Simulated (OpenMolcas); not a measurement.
## Worked example: vertical ionisation energy of SiCNF2 (SMILES N#C[Si](F)F)

The species is SiCNF2 (5 atoms), meant as a doublet with charge 0. SMILES: `N#C[Si](F)F`. The coordinates come from a PBE0-D4/def2-TZVP relaxation.

Both states at this one shape; open shells run unrestricted unless said. 1 Eh = 27.2114 eV.

```
               level     program  doublet SiCNF2 (Eh)  singlet [SiCNF2]+ (Eh)
     UHF/aug-cc-pVDZ  OpenMolcas          -580.241718             -579.848354
U-revPBE/aug-cc-pVDZ  OpenMolcas          -581.964883             -581.590430
  UB3LYP/aug-cc-pVDZ  OpenMolcas          -582.133528             -581.745871
   UPBE0/aug-cc-pVDZ  OpenMolcas          -581.697526             -581.308134
```

Task: Work out the vertical ionisation energy at each level.

Result: 
1. UHF/aug-cc-pVDZ: -579.848354 − (-580.241718) = 0.393364 Eh = 10.70 eV.
2. U-revPBE/aug-cc-pVDZ: -581.590430 − (-581.964883) = 0.374453 Eh = 10.19 eV.
3. UB3LYP/aug-cc-pVDZ: -581.745871 − (-582.133528) = 0.387657 Eh = 10.55 eV.
4. UPBE0/aug-cc-pVDZ: -581.308134 − (-581.697526) = 0.389392 Eh = 10.60 eV.

No measured value is set beside it here; the levels span 10.19 to 10.70 eV. Hartree–Fock favours the state with fewer electron pairs, since it lacks pair correlation.
